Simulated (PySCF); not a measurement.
CH₇Cl₂NSi₂. Atoms are numbered in the order given.

```xyz
13

C     -2.0213    -0.0641    -1.4898
N     -1.8108    -0.6003    -0.1540
Si    -0.5394    -0.1625     0.9255
Cl    -0.7237     1.7221     1.8844
Si     1.4739     0.1345    -0.2431
Cl     1.7222    -1.4040    -1.6447
H     -2.5075    -0.8170    -2.1450
H     -1.0443     0.1757    -1.9579
H     -2.6405     0.8620    -1.5117
H     -2.6439    -1.0272     0.2609
H     -0.5242    -1.1873     2.0193
H      2.6408     0.1218     0.7040
H      1.4657     1.4443    -0.9806
```

The structure is a stationary point at PBE-D3(BJ)/def2-SVP. The structure was generated by enumeration; whether it is a known compound was not checked. One conformer was computed; it need not be the lowest.

These are PBE/pcSseg-1 run with PySCF values and carry that method's errors.

GIAO shieldings, no solvent; atoms listed in one row are averaged. δ = σ(ref) − σ: ¹³C against TMS (σ = 182.0 ppm); ¹⁵N against NH3 (σ = 267.0 ppm); ²⁹Si against TMS (σ = 335.4 ppm); ³⁵Cl against HCl (σ = 936.5 ppm); ¹H against TMS (σ = 31.49 ppm), references at their B3LYP-D3(BJ)/def2-TZVP geometries, non-relativistic (without spin–orbit terms, shifts of atoms bonded to Cl or Br come out too high).

Computed chemical shifts:
| nucleus | atoms | count | δ (ppm) |
|---|---|---|---|
| ¹³C | C1 | 1 | 38.1 |
| ¹⁵N | N2 | 1 | 61.3 |
| ²⁹Si | Si3 | 1 | -8.1 |
| ²⁹Si | Si5 | 1 | -31.6 |
| ³⁵Cl | Cl4 | 1 | 101.5 |
| ³⁵Cl | Cl6 | 1 | -64.4 |
| ¹H | H11 | 1 | 6.06 |
| ¹H | H13 | 1 | 5.81 |
| ¹H | H12 | 1 | 5.56 |
| ¹H | H7, H8, H9 | 3 | 3.42 |
| ¹H | H10 | 1 | 1.98 |
